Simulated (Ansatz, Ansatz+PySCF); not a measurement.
```yaml
atoms:
  - { symbol: Li, position_ang: [-0.8514, -0.8471, -0.8588] }
  - { symbol: F, position_ang: [-0.9472, -0.9395, 0.9466] }
  - { symbol: F, position_ang: [-0.9413, 0.9542, -0.9453] }
  - { symbol: Li, position_ang: [-0.8598, 0.8580, 0.8469] }
  - { symbol: F, position_ang: [0.9467, -0.9418, -0.9425] }
  - { symbol: Li, position_ang: [0.8508, -0.8606, 0.8484] }
  - { symbol: Li, position_ang: [0.8559, 0.8512, -0.8646] }
  - { symbol: F, position_ang: [0.9525, 0.9504, 0.9583] }
```

Basis set: def2-SVP (spherical functions). Frozen core: 4 orbitals. Charge 0, multiplicity 1.

Computed with Ansatz (development build ahead of 0.2.0); each method stands on the lowest determinant of its kind that the runs found. Restricted open shells among the atoms or ions are ROHF, correlated in semicanonical orbitals with singles.

(1) Give the atomization energy at this shape (free ground-state atoms in the same class of orbitals less the molecule, no zero-point energy) of singlet Li4F4 by RHF-MP2, RHF, UHF.

## Answers

(1)

```
 method  atomization energy
RHF-MP2     724.84 kcal/mol
    RHF     571.97 kcal/mol
    UHF     562.99 kcal/mol
```
